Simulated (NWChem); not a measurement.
System: C₄H₅Cl; SMILES CC=C=CCl

```xyz
10

C      0.5755     2.7185     0.2696
C     -0.2472     1.7003    -0.4742
C     -0.4863     0.4642    -0.0757
C     -0.7309    -0.7629     0.3320
Cl     0.2886    -2.1363    -0.0689
H      0.9831     2.3077     1.2122
H      1.4219     3.0689    -0.3587
H     -0.0345     3.6157     0.5084
H     -0.6862     2.0256    -1.4387
H     -1.5967    -1.0365     0.9564
```
Atoms are numbered in this order, from 1.

Level: PBE-D3(BJ)/def2-SVP (NWChem), optimised geometry, unscaled harmonic frequencies. 

List the harmonic frequencies with IR intensities, and the thermochemistry.


| frequency (cm⁻¹) | IR intensity (km/mol) |
|---|---|
| 112 | 1.0 |
| 151 | 1.0 |
| 200 | 1.1 |
| 279 | 1.1 |
| 474 | 8.2 |
| 540 | 6.4 |
| 695 | 23.4 |
| 740 | 58.5 |
| 837 | 22.7 |
| 877 | 43.2 |
| 998 | 0.2 |
| 1050 | 1.9 |
| 1119 | 0.6 |
| 1200 | 35.4 |
| 1330 | 1.6 |
| 1365 | 3.4 |
| 1401 | 8.2 |
| 1425 | 12.5 |
| 2016 | 20.9 |
| 2966 | 20.2 |
| 3037 | 7.5 |
| 3038 | 4.9 |
| 3090 | 7.4 |
| 3117 | 3.0 |

| Item | Result |
|---|---|
| zero-point energy | 45.8 kcal/mol |
| thermal correction to the enthalpy at 298.15 K (with zero-point energy) | 50.2 kcal/mol |
| heat capacity Cv | 20.2 cal/(mol K) |
| entropy at 298.15 K and 1 atm (symmetry number 1) | 78.1 cal/(mol K) |
| dipole moment | 1.99 D |

Rigid rotor and harmonic oscillator.
